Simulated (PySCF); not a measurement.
UHF on Yb(69+) (ytterbium, charge +69)

Configuration: 1s1, 2S determinant. Calculation: PySCF 2.14, in an even-tempered Gaussian basis (15 s from 190 bohr⁻², ratio 2.2; 7 p from 290 bohr⁻², ratio 2.4; 4 d from 870 bohr⁻², ratio 2.4; 3 f from 1300 bohr⁻², ratio 2.4; 3 g from 2000 bohr⁻², ratio 2.4); the non-relativistic Hamiltonian (point nucleus).

| Item | Value |
| --- | --- |
| Total energy | -2449.998895 hartree |
| One-electron energy | -2449.9989 hartree |
| Hartree (Coulomb) energy | 21.8750 hartree |
| Exchange energy | -21.8750 hartree |
| Kinetic energy | 2449.99592 hartree |
| ⟨S²⟩ | 0.7500 |
| ⟨L²⟩ | 0.000 |
| Sum of ⟨r⟩ | 0.02143 bohr |
| Sum of ⟨r²⟩ | 0.0006122 bohr² |
| Density at the nucleus (Gaussians lack the cusp) | 108000 bohr⁻³ |
| Spin density at the nucleus | 108000 bohr⁻³ |

| shell | electrons | mean orbital energy (eV) | rms radius, mean of both spins (bohr) |
| --- | --- | --- | --- |
| 1s α | 1 | -66667.9 | 0.0247 |

A non-relativistic calculation at this Z misses sizeable relativistic shifts.
